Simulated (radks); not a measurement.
Problem. F I, configuration [He] 2s2 2p5 (the NIST ground configuration). Method: scalar-relativistic Kohn-Sham, PBE, spin-unpolarised, spherical densities, finite nucleus; Fermi nuclear charge, rms radius 2.8976 fm; computed with a radial shooting solver on a logarithmic mesh with Libxc functionals. Some entries of the table are withheld. Estimate them.

orbital,occ.,eigenvalue (eV),<r^2> (bohr^2),<r> (bohr)
1s,2,(1),0.04198,(2)
2s,2,(3),1.228,(4)
2p,5,-11.1116,1.638,(5)

Solution. 
(1) 1s eigenvalue (eV): -663.3735
(2) 1s <r> (bohr): 0.1763
(3) 2s eigenvalue (eV): -29.8996
(4) 2s <r> (bohr): 1.003
(5) 2p <r> (bohr): 1.105
